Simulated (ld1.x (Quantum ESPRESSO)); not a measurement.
# Before and after: TM semilocal potential for Cr

* Element: Cr (Z = 24)
* Generator: ld1.x (Quantum ESPRESSO) 7.5
* Type: norm-conserving Troullier–Martins (semilocal form)
* Functional: PBEsol
* Relativity: scalar-relativistic
* Frozen core: [Ar]
* Valence charge: 6
* Reference configuration: 3d5 4s0 4p1
* Partial waves: 4s (bound, empty): rc 2.95 bohr; 4p (bound): rc 3.05 bohr; 3d (bound): rc 1.90 bohr
* Local potential: the d channel
* Core correction: none

Change: wave 4p (bound): rc 3.05 bohr becomes 4p (bound): rc 2.26 bohr.

Cutoffs: the cutoffs (Ry, on a coarse ladder) from which the occupation-weighted sum of valence levels, in a spherical-Bessel basis at the reference potential, stays within 10 and 1 mRy of its value at 400 Ry; they do not see the model core or the augmentation charge, which bear on the density cutoff. Errors are all-electron minus pseudo energies relative to the spin-unpolarised reference configuration.

Q: What does the change do?

A: The potential gets neither clearly harder nor softer (70 Ry and 80 Ry → 70 Ry and 80 Ry); of the 7 tests that both files solve, the error grows in 3 and shrinks in 1 by more than 15 % and 0.3 meV (median size 8.0 → 5.5 meV); neither file shows a bound ghost. A semilocal file is local in each channel, so a ghost entry of none says nothing of the separable form that plane-wave codes build from it.

| quantity | base | changed |
| --- | --- | --- |
| cutoff, loose | 70 Ry | 70 Ry |
| cutoff, tight | 80 Ry | 80 Ry |
| bound ghosts | none | none |
| error for 3d5 4s1 4p0, meV [ΔE -3.14 eV] | +4.1 | +3.8 |
| error for 3d5 4s0 4p0, meV [ΔE 3.73 eV] | -0.1 | +1.3 |
| error for 3d4 4s0 4p0, meV [ΔE 19.74 eV] | -18 | -28 |
| error for 3d2 4s0 4p0, meV [ΔE 98.77 eV] | -547 | -595 |
| error for 3d5 4s0.5 4p0, meV [ΔE -0.44 eV] | -0.1 | +0.6 |
| error for 3d5.5 4s0.5 4p0, meV [ΔE -2.42 eV] | -8.0 | -5.5 |
| error for 3d4 4s1 4p1, meV [ΔE 0.39 eV] | -83 | -76 |
